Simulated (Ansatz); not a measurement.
A calculation with Ansatz (development build ahead of 0.2.0).

```yaml
crystal:
  periodic: [false, false, false]
  atoms:
    - { symbol: Zn, position_ang: [0.0, 0.0, 0.0] }
    - { symbol: O, position_ang: [0.0, 0.0, 1.85] }
basis:
  gaussian: { orbitals: def2-SVP }
magnetization:
  initial_magnetization: 2
hamiltonian:
  xc: pbe0
scf:
  omitted_lower_state_checks: [starts, atomic_configurations, cluster_reference, orbital_swaps, given_window_search, neighbouring_geometries, increment]
output:
  forces: true
```

The input is written out in the form of the current development build from the run's settings.

The run gave:

```yaml
Converged: yes
Total_energy: -1853.85459 hartree
Spin_squared_of_the_determinant: 2.000
Stability_test: minimum among restricted orbitals
```

Forces (eV/Å):
```
atom     Fx     Fy      Fz
 Zn1  0.000  0.000  -0.158
  O2  0.000  0.000   0.158
```
